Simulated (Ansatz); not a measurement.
`[CH3][AlH][SiH](F)[SiH3]` and `[NH2][AlH][SiH](F)[SiH3]` differ in one atom or group.

Ansatz, PBE0-D4/def2-TZVP geometries, multiplicity 1. Each molecule was computed in one conformer, which needn't be the lowest.

| property | `[CH3][AlH][SiH](F)[SiH3]` |
| --- | --- |
| HOMO–LUMO gap (B3LYP/def2-TZVPP) / eV | 4.83 |
| HOMO energy (B3LYP/def2-TZVPP) / eV | -6.96 |
| LUMO energy (PBE/def2-TZVPP) / eV | -2.68 |
| HOMO energy (ωB97M-V/def2-TZVPP) / eV | -9.08 |
| size of the dipole moment (PBE/def2-TZVPP) / D | 1.36 |
| size of the dipole moment (ωB97M-V/def2-TZVPP) / D | 1.45 |

Question: What does the change do to each property? (Best estimate.)

Answer: The calculation gave: 
```
                                          property  `[NH2][AlH][SiH](F)[SiH3]`  shift
             HOMO–LUMO gap (B3LYP/def2-TZVPP) / eV                        5.52   0.69
               HOMO energy (B3LYP/def2-TZVPP) / eV                       -7.08  -0.12
                 LUMO energy (PBE/def2-TZVPP) / eV                       -2.12   0.56
             HOMO energy (ωB97M-V/def2-TZVPP) / eV                       -9.22  -0.14
    size of the dipole moment (PBE/def2-TZVPP) / D                        1.53   0.17
size of the dipole moment (ωB97M-V/def2-TZVPP) / D                        1.54   0.09
```

With PBE0 the HOMO falls by 0.14 eV and the LUMO rises by 0.55 eV, so the gap widens by about 0.69 eV. PBE moves the HOMO by -0.11 eV and ωB97M-V by -0.14 eV. Dipoles are sizes alone; their direction can turn.

Positive LUMOs are unbound, so they and the gaps depend on the basis.

B3LYP here is the variant with VWN-RPA as its local correlation; programs differ in this.
